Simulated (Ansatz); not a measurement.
The same path of AlClH7NOSi (12 atoms, charge 0, multiplicity 1) was run twice with different band settings. Lost on the way: N6–H12. Made: O2–H12.

Computed with Ansatz 0.2.0, RKS PBE/cc-pVDZ.

Relaxed end points:

```xyz
12
Properties=species:S:1:pos:R:3
Al 0.085 0.255 0.143
O -0.660 -0.332 1.637
H -0.897 -1.270 1.732
Cl 2.162 -0.338 -0.229
H -0.795 0.498 -1.176
N 0.377 2.118 0.984
H 1.397 2.273 1.036
Si -0.506 3.525 0.204
H -1.956 3.149 0.172
H -0.286 4.765 1.031
H 0.083 3.684 -1.166
H 0.059 1.941 1.954
```

```xyz
12
Properties=species:S:1:pos:R:3
Al 0.345 0.412 -0.053
O -0.290 -0.098 1.832
H -1.239 -0.331 1.901
Cl 2.217 -0.647 -0.269
H -0.899 0.055 -0.988
N 0.523 2.150 0.620
H 1.489 2.419 0.864
Si -0.469 3.552 0.178
H -1.852 3.026 -0.132
H -0.569 4.528 1.332
H 0.034 4.323 -1.027
H -0.227 0.878 2.063
```

Common settings: climbing image yes; spring 5.0 eV/Å²; optimiser quadratic models (default); start path through a guess of the saddle point; force threshold 0.05 eV/Å; iteration limit 60; end points relaxed.

| run | movable images |
| --- | --- |
| 1 | 5 |
| 2 | 1 |

(1) What does each run give, and how far can it be trusted?

Results:

(1) Run 1: converged after 22 iterations, highest image 0.674 eV above the first end. A vibrational analysis at the climbing image gives one clearly imaginary mode, 713i cm⁻¹: a first-order saddle point.
Run 2: converged after 25 iterations, highest image 0.675 eV above the first end. Another band between the same ends (5 images) ends at a top of the same energy, where a vibrational analysis finds 1 clearly imaginary mode. So few images can step over the top or miss a turn of the path.
The orbitals stay closed-shell, which can raise the energy where a bond breaks towards radicals; this wasn't checked here.
